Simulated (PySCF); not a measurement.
Predicted spectroscopic data

One conformer, rapidly exchanging positions averaged, relativity neglected, in vacuum. GFN2-xTB structure; shielding tensors at PBE0/pcSseg-1 (GIAO); PySCF.

δ = σ(ref) − σ, references computed at the same level: TMS for ¹H (σ = 31.72 ppm), ¹³C (σ = 186.93 ppm). Splittings of carbon signals by F and P are missing where no couplings were computed. Where no couplings were computed, multiplicities follow the n + 1 count of equivalent neighbours, and m marks all less simple cases (inequivalent or close neighbours, rings, F or P nearby). Acid and N–H amide carbonyl carbons lie up to 10 ppm further downfield in solution (hydrogen bonding). Shifts are as computed. Against solution values, carbons near 30 ppm lie about +3 ppm off and those near 130 ppm about +5 ppm. Of 1309 compounds with measured shifts, 239 miss one by over three times the rms of a fit or turn the order of signals round; such compounds aren't used in these exercises. OH and NH positions are gas-phase values without hydrogen bonding to other molecules.

**1.** `C#C[C@@H](C)NC(=O)[SiH3]`, C5H9NOSi. ¹H NMR (400 MHz, computed): δ 5.54 (m, 1H), 5.28 (br s, 1H), 4.00 (s, 3H), 1.69 (d, 1H), 1.35 (d, 3H). ¹³C{¹H} NMR (computed): δ 177.9, 89.9, 77.2, 34.2, 26.1.

**2.** `Cc1ccoc1N[SiH3]`, C5H9NOSi. ¹H NMR (400 MHz, computed): δ 7.02 (m, 1H), 6.44 (m, 1H), 4.86 (s, 3H), 2.96 (br s, 1H), 2.02 (s, 3H). ¹³C{¹H} NMR (computed): δ 157.5, 136.0, 120.9, 95.3, 11.0.

**3.** `C(=C)(O[SiH3])O[C@H](F)[SiH2]F`, C3H8F2O2Si2. ¹H NMR (400 MHz, computed): δ 6.12 (m, 1H), 5.18 (m, 1H), 5.11 (m, 1H), 4.89 (s, 3H), 3.92 (m, 1H), 3.81 (m, 1H). ¹³C{¹H} NMR (computed): δ 169.0, 111.5, 68.2.
